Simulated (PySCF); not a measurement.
Scandium: a sound run and one with changed settings

Sound run: Sc+ [Ar] 3d1 4s1, Sc(2+) [Ar] 3d1. Calculation: PySCF 2.14, in 6-31G* (5s4p2d1f, 34 functions); no relativity, point nucleus. In the sound run the correlated levels freeze [Ar]. The sound run starts from symmetry-adapted Hartree-Fock orbitals and uses a fine grid where one is needed.

Changed run: all electrons correlated in a basis built for the valence shell.

| species | method | sound run (hartree) | changed run (hartree) | converged |
| --- | --- | --- | --- | --- |
| Sc+ | MP2 | -759.48027 | -759.65659 | yes |
| Sc(2+) | MP2 | n/a | -759.19741 | yes |

Ionisation energy of Sc+:

```
 method  sound run (eV)  changed run (eV)
    UHF          12.159            12.159
    MP2          12.197            12.495
SCS-MP2          12.172            12.429
```

A valence basis has no tight correlating functions, so it recovers only part of the core correlation, and not evenly between atom and ion.

For comparison, NIST gives 12.800 eV between the lowest levels.
